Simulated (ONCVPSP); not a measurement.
Reading a pseudo-wave (carbon)

Columns: radius, all-electron u(r) and pseudo u(r) of the 2p shell (level -8.02 eV) of carbon in the configuration [He] 2s2 2p1.75; LDA (Perdew-Wang 92), scalar-relativistic, ONCV scheme, ONCVPSP 4.0.1.

| r (bohr) | all-electron | pseudo |
| --- | --- | --- |
| 0.098 | 0.0480 | 0.0214 |
| 0.195 | 0.1464 | 0.0815 |
| 0.292 | 0.2583 | 0.1721 |
| 0.390 | 0.3666 | 0.2823 |
| 0.488 | 0.4621 | 0.3977 |
| 0.585 | 0.5412 | 0.5049 |
| 0.682 | 0.6046 | 0.5959 |
| 0.780 | 0.6534 | 0.6663 |
| 0.878 | 0.6883 | 0.7139 |
| 0.975 | 0.7108 | 0.7404 |
| 1.072 | 0.7231 | 0.7504 |
| 1.170 | 0.7268 | 0.7483 |
| 1.268 | 0.7233 | 0.7381 |
| 1.365 | 0.7142 | 0.7231 |
| 1.463 | 0.7003 | 0.7049 |
| 1.560 | 0.6831 | 0.6851 |
| 1.658 | 0.6630 | 0.6636 |
| 1.755 | 0.6411 | 0.6413 |
| 1.852 | 0.6178 | 0.6178 |
| 1.950 | 0.5934 | 0.5934 |
| 2.047 | 0.5687 | 0.5687 |
| 2.145 | 0.5435 | 0.5435 |
| 2.242 | 0.5187 | 0.5187 |
| 2.340 | 0.4938 | 0.4938 |
| 2.438 | 0.4693 | 0.4693 |
| 2.535 | 0.4456 | 0.4456 |

Q: How many radial nodes do the two functions have?

A: The all-electron 2p function has n − l − 1 = 0; the pseudo-wave has 0.

Q: At about which radius was the pseudo-wave matched?

A: 1.95 bohr. The columns agree to 0.0005 from 1.75 bohr on; several derivatives are matched, so the curves merge somewhat inside the radius.

Q: Is the pseudo-wave norm-conserving?

A: Yes: the ONCV scheme keeps the norm inside the radius equal to the all-electron one, which fixes the energy derivative of the logarithmic derivative at the level.
